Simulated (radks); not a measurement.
Ni3+, configuration [Ar] 3d4.5 4s2 4p0.5 (fractional occupations, a model configuration). All-electron calculation, scalar-relativistic Kohn-Sham, LDA (Slater exchange, Perdew-Wang correlation), spin-polarised, spherical densities, finite nucleus; open shells are filled with parallel spins first; Fermi nuclear charge, rms radius 3.7757 fm. Program: a radial shooting solver on a logarithmic mesh with Libxc functionals.

Radial electron density D(r) = 4 pi r^2 rho(r):

| r (bohr) | D(r) (e/bohr) | spin D(r) |
|---|---|---|
| 0.002327 | 1.011 | -0.0000130 |
| 0.002645 | 1.276 | -0.0000164 |
| 0.00303 | 1.629 | -0.0000209 |
| 0.003444 | 2.045 | -0.0000261 |
| 0.003946 | 2.596 | -0.0000329 |
| 0.004485 | 3.236 | -0.0000407 |
| 0.005138 | 4.071 | -0.0000507 |
| 0.005839 | 5.030 | -0.0000617 |
| 0.00669 | 6.259 | -0.0000753 |
| 0.007604 | 7.641 | -0.0000897 |
| 0.008711 | 9.374 | -0.000106 |
| 0.009901 | 11.27 | -0.000121 |
| 0.01125 | 13.43 | -0.000134 |
| 0.01289 | 16.00 | -0.000142 |
| 0.01465 | 18.64 | -0.000139 |
| 0.01679 | 21.60 | -0.000114 |
| 0.01908 | 24.45 | -0.0000577 |
| 0.02186 | 27.38 | 0.0000589 |
| 0.02484 | 29.88 | 0.000252 |
| 0.02846 | 32.04 | 0.000594 |
| 0.03235 | 33.42 | 0.00111 |
| 0.03706 | 34.02 | 0.00198 |
| 0.04212 | 33.73 | 0.00325 |
| 0.04826 | 32.57 | 0.00534 |
| 0.05485 | 30.91 | 0.00842 |
| 0.06234 | 29.10 | 0.0132 |
| 0.07142 | 27.55 | 0.0214 |
| 0.08118 | 26.98 | 0.0338 |
| 0.093 | 27.70 | 0.0553 |
| 0.1057 | 29.71 | 0.0886 |
| 0.1211 | 32.84 | 0.146 |
| 0.1376 | 35.92 | 0.234 |
| 0.1577 | 38.21 | 0.380 |
| 0.1792 | 38.46 | 0.591 |
| 0.2053 | 36.10 | 0.919 |
| 0.2334 | 31.66 | 1.35 |
| 0.2652 | 26.02 | 1.92 |
| 0.3039 | 20.34 | 2.67 |
| 0.3454 | 16.69 | 3.48 |
| 0.3957 | 15.40 | 4.37 |
| 0.4497 | 16.29 | 5.11 |
| 0.5152 | 18.14 | 5.66 |
| 0.5856 | 19.27 | 5.82 |
| 0.6709 | 18.70 | 5.56 |
| 0.7625 | 16.37 | 4.94 |
| 0.8736 | 12.69 | 4.04 |
| 0.9929 | 9.091 | 3.11 |
| 1.138 | 5.981 | 2.21 |
| 1.293 | 4.049 | 1.54 |
| 1.469 | 2.955 | 1.05 |
| 1.684 | 2.325 | 0.706 |
| 1.913 | 1.894 | 0.494 |
| 2.192 | 1.421 | 0.336 |
| 2.491 | 0.9599 | 0.222 |
| 2.854 | 0.5361 | 0.129 |
| 3.244 | 0.2591 | 0.0677 |
| 3.717 | 0.09675 | 0.0285 |
| 4.224 | 0.03075 | 0.0104 |
| 4.84 | 0.007041 | 0.00279 |
| 5.501 | 0.001351 | 0.000626 |
| 6.302 | 0.0001716 | 0.0000940 |

D(r) has 3 maxima, at r = 0.0377, 0.171, 0.605 bohr, and minima at 0.0812, 0.396 bohr, inside which lie 2.10, 10.71 electrons.
